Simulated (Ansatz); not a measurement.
Consider the hydrogenolysis of a Ga–Cl bond: `C[Se][GaH][Cl]` + H₂ → `C[Se][GaH2]` + HCl.

Program: Ansatz. Geometries: PBE0-D4/def2-TZVP. ΔE: electronic, gas phase. CBS: MP2 limit from def2 TZ/QZ plus the TZ coupled-cluster correction, frozen cores. This one scheme is used for every species. Functionals use def2-TZVPP. HSE06 is defined as in plane-wave codes. For Ga, Se outer-core shells are correlated without core-valence functions, which leaves a few kJ/mol of doubt a bond. Scalar relativity is left out up to krypton. One conformer a species, not always the lowest.

`C[Se][GaH][Cl]`:

Cartesian coordinates in Å:
```
C -1.291 -0.619 0.155
Se -0.770 1.267 0.038
Ga 1.505 1.024 -0.195
Cl 2.230 -1.003 -0.180
H -0.737 -1.114 0.947
H -2.355 -0.621 0.384
H -1.113 -1.114 -0.796
H 2.529 2.179 -0.353
```

H₂:

```xyz
2

H     0.104   -0.158    0.321
H    -0.104    0.158   -0.321
```

`C[Se][GaH2]`:

Cartesian coordinates in Å:
```
C -1.026 -0.831 0.598
Se 0.412 0.312 1.283
Ga 1.313 1.062 -0.703
H -1.974 -0.453 0.976
H -0.860 -1.844 0.958
H -1.030 -0.821 -0.490
H 2.529 2.036 -0.610
H 0.636 0.539 -2.014
```

HCl:

Z-matrix (Å, degrees):
```
Cl
H 1 1.279
```

(1) Is it downhill or uphill in electronic energy at CCSD(T)/CBS, and by how much? (Estimate.)

(2) What do these levels give: B2PLYP, PBE-QIDH, r2SCAN, HSE06, BHLYP, MP2/def2-TZVPP? (Best estimate.)

Largest T1 diagnostic among the species: 0.012.

## Answers

(1) Ansatz gave: Uphill: ΔE = +108.6 kJ/mol.

(2) Ansatz gave: B2PLYP 106.6, PBE-QIDH 108.6, r2SCAN 111.3, HSE06 102.4, BHLYP 103.0, MP2/def2-TZVPP 114.9 kJ/mol.

Leaving LDA and LC-ωPBE aside and taking each functional with its dispersion term where it has one, the values, not all of them listed here, spread over 11.4 kJ/mol, from B97M-V to r2SCAN-D4. LDA lies −3.7 kJ/mol from PBE without D4. At CCSD(T), def2-SVP lies −4.6 kJ/mol from the extrapolated value and def2-TZVPP −3.1 kJ/mol. From BLYP to BHLYP (50 % exact exchange), in def2-TZVPP and without D4, ΔE moves by +3.1 kJ/mol.
